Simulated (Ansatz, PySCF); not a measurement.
Dimer: H2O (SMILES O) (first 3 atoms) with C4H6 (SMILES C=CC=C); geometry from B3LYP-D3(BJ)/def2-TZVP, rigid monomers moved along the line of their centres of mass till H2···C5 is 2.40 Å.
(charge 0, multiplicity 1):
```xyz
13

O      0.0111    -0.4871    -0.1496
H     -0.7246    -0.5760     0.4670
H      0.7359    -0.1796     0.4067
C     -1.6911    -0.7087     2.8696
C     -0.7292     0.2075     2.7395
C      0.6912    -0.0896     2.8101
C      1.6537     0.8155     2.6202
H     -1.4555    -1.7509     3.0516
H     -2.7382    -0.4456     2.8058
H     -0.9975     1.2441     2.5564
H      0.9592    -1.1213     3.0194
H      2.7009     0.5513     2.6773
H      1.4182     1.8521     2.4086
```

Monomers are frozen at their geometry in the pair; levels with a basis set take the counterpoise correction.

Correlated levels freeze the cores.

Codes used: Ansatz (Gaussian orbitals); PySCF for the dispersion terms. Values without a source in brackets are computed.

PBE/def2-TZVPPD gives -42.8 meV for the interaction energy.

### Question
Where do these levels fall relative to PBE: PBE-D3(BJ)/def2-TZVPPD, r2SCAN/def2-TZVPPD, B3LYP/def2-TZVPPD, wB97M-V/def2-TZVPPD, MP2/aug-cc-pVDZ.

### Answer
PBE-D3(BJ)/def2-TZVPPD -69.7; r2SCAN/def2-TZVPPD -51.8; B3LYP/def2-TZVPPD 55.3; wB97M-V/def2-TZVPPD -56.4; MP2/aug-cc-pVDZ -15.8 meV. 1 of 5 lie above PBE; the widest gap is to PBE-D3(BJ)/def2-TZVPPD.

Ansatz is an electronic-structure program.
